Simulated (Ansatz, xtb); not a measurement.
C5H4O3S: which of two isomers lies lower

Structure I: `O=C(O)c1coc(S)c1`, a singlet. Structure II: `O=C(O)c1ccc(S)o1`, a singlet. Both are isolated molecules in the gas phase, relaxed with B3LYP/def2-SVP; the shapes shown needn't be the lowest conformers.

I (Å):

```yaml
atoms:
  - { symbol: C, position_ang: [0.8322, -0.7031, 0.8377] }
  - { symbol: C, position_ang: [-0.3121, -0.2010, 0.0573] }
  - { symbol: C, position_ang: [-0.9273, -0.8978, -0.9486] }
  - { symbol: C, position_ang: [-1.9842, 1.0172, -0.7895] }
  - { symbol: C, position_ang: [-1.0047, 1.0581, 0.1640] }
  - { symbol: O, position_ang: [1.3586, -1.7810, 0.6859] }
  - { symbol: O, position_ang: [1.2452, 0.1871, 1.7664] }
  - { symbol: O, position_ang: [-1.9399, -0.1657, -1.4649] }
  - { symbol: S, position_ang: [-3.2541, 2.1148, -1.3281] }
  - { symbol: H, position_ang: [1.9951, -0.2253, 2.2279] }
  - { symbol: H, position_ang: [-0.7539, -1.8795, -1.3796] }
  - { symbol: H, position_ang: [-2.9366, 3.0806, -0.4383] }
  - { symbol: H, position_ang: [-0.7869, 1.8640, 0.8591] }
```

II (Å):

```yaml
atoms:
  - { symbol: C, position_ang: [0.5553, -0.5330, 1.3865] }
  - { symbol: C, position_ang: [-0.2316, -0.0989, 0.2322] }
  - { symbol: C, position_ang: [-0.2218, -0.5444, -1.0666] }
  - { symbol: C, position_ang: [-1.1876, 0.2263, -1.7729] }
  - { symbol: C, position_ang: [-1.7208, 1.0941, -0.8435] }
  - { symbol: O, position_ang: [1.3845, -1.4139, 1.3376] }
  - { symbol: O, position_ang: [0.2635, 0.1484, 2.5133] }
  - { symbol: O, position_ang: [-1.1553, 0.9088, 0.3640] }
  - { symbol: S, position_ang: [-2.9589, 2.3294, -1.0104] }
  - { symbol: H, position_ang: [0.8383, -0.2194, 3.2056] }
  - { symbol: H, position_ang: [0.4141, -1.3373, -1.4534] }
  - { symbol: H, position_ang: [-1.4575, 0.1558, -2.8237] }
  - { symbol: H, position_ang: [-2.9046, 2.7088, 0.2862] }
```

**Question.** Estimate E(II) − E(I) at the level CCSD(T)/def2-SVP + ΔMP2/def2-TZVPP.

**Answer.** Too close to call at this level: CCSD(T)/def2-SVP + ΔMP2/def2-TZVPP gives E(II) − E(I) = −0.07 kcal/mol.

How the difference moves with the method:

```json
{"level": "GFN2-xTB", "geometry": "GFN2-xTB", "E(II) − E(I) (kcal/mol)": "−0.99", "departure from the last row (kcal/mol)": "−0.93", "job, with rough time for the two": "optimisation, 0.17 s"}
{"level": "HF/STO-3G", "geometry": "GFN2-xTB", "E(II) − E(I) (kcal/mol)": "−0.31", "departure from the last row (kcal/mol)": "−0.24", "job, with rough time for the two": "single point, 0.54 s"}
{"level": "r2SCAN-D4/def2-SVP", "geometry": "GFN2-xTB", "E(II) − E(I) (kcal/mol)": "−2.42", "departure from the last row (kcal/mol)": "−2.36", "job, with rough time for the two": "single point, 5.3 s"}
{"level": "B3LYP/def2-SVP", "geometry": "B3LYP/def2-SVP", "E(II) − E(I) (kcal/mol)": "−1.33", "departure from the last row (kcal/mol)": "−1.27", "job, with rough time for the two": "optimisation, 37 s"}
{"level": "HF/def2-SVP", "geometry": "B3LYP/def2-SVP", "E(II) − E(I) (kcal/mol)": "+0.62", "departure from the last row (kcal/mol)": "+0.68", "job, with rough time for the two": "part of the CCSD(T) run"}
{"level": "MP2/def2-SVP", "geometry": "B3LYP/def2-SVP", "E(II) − E(I) (kcal/mol)": "−0.24", "departure from the last row (kcal/mol)": "−0.18", "job, with rough time for the two": "part of the CCSD(T) run"}
{"level": "CCSD(T)/def2-SVP", "geometry": "B3LYP/def2-SVP", "E(II) − E(I) (kcal/mol)": "+0.16", "departure from the last row (kcal/mol)": "+0.22", "job, with rough time for the two": "single point"}
{"level": "CCSD(T)/def2-SVP + ΔMP2/def2-TZVPP", "geometry": "B3LYP/def2-SVP", "E(II) − E(I) (kcal/mol)": "−0.07", "departure from the last row (kcal/mol)": "", "job, with rough time for the two": "single point, 2.5 min"}
```

As drawn, both hold the same kinds of bond in the same numbers.

The largest departure from CCSD(T)/def2-SVP + ΔMP2/def2-TZVPP is that of r2SCAN-D4/def2-SVP, 2.36 kcal/mol. The last row adds to CCSD(T) the change of the MP2 difference between the two basis sets, here −0.22 kcal/mol.

With thermal terms from frequencies at re-optimised GFN2-xTB minima (ideal gas, soft modes damped towards free rotors, one conformer each, 298.15 K, 1 atm): the zero-point term adds +0.02 kcal/mol; ΔH is −0.10 and ΔG +0.05 kcal/mol.

The correlated steps freeze 13 core orbitals. Run with Ansatz 0.2.0, xtb 6.7.1; the last row on 4 threads of Arm Neoverse V1 on a shared host.
